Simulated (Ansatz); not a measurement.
`F[CH2][Zn][F]` + HCl → `[F][Zn][Cl]` + `CF`  (ligand exchange at a Zn–C bond)

Program: Ansatz. Geometries: PBE0-D4/def2-TZVP. ΔE: electronic, gas phase. CBS: MP2 limit from def2 TZ/QZ plus the TZ coupled-cluster correction, frozen cores. This one scheme is used for every species. DFT in def2-TZVPP. HSE06 is defined as in plane-wave codes. For Zn outer-core shells are correlated without core-valence functions, which leaves a few kJ/mol of doubt a bond. Scalar relativity is left out up to krypton. Each species was taken in one conformer, which may not be the lowest.

Task: Is it downhill or uphill in electronic energy at CCSD(T)/CBS, and by how much? (Best estimate.)

Result: The calculation gave: Downhill: ΔE = -1.62 eV.

Task: What do these levels give: PBE-D4, BLYP-D4, r2SCAN-D4, HSE06-D4, BHLYP-D4, PBE0, r2SCANh, HSE06, HF/def2-TZVPP, SCS-MP2/def2-TZVPP, CCSD(T)/def2-TZVPP, MP2/def2-QZVPP? (Best estimate.)

Result: The calculation gave: PBE-D4 -1.36, BLYP-D4 -1.36, r2SCAN-D4 -1.50, HSE06-D4 -1.52, BHLYP-D4 -1.68, PBE0 -1.52, r2SCANh -1.55, HSE06 -1.53, HF/def2-TZVPP -1.98, SCS-MP2/def2-TZVPP -1.59, CCSD(T)/def2-TZVPP -1.55, MP2/def2-QZVPP -1.61 eV.

Largest T1 diagnostic among the species: 0.016.

From PBE to PBE0 (25 % exact exchange), in def2-TZVPP and without D4, ΔE moves by −0.16 eV. In def2-TZVPP, CCSD(T) changes the Hartree–Fock value by +0.44 eV (the triples alone add +0.05 eV) and MP2 by +0.43 eV.
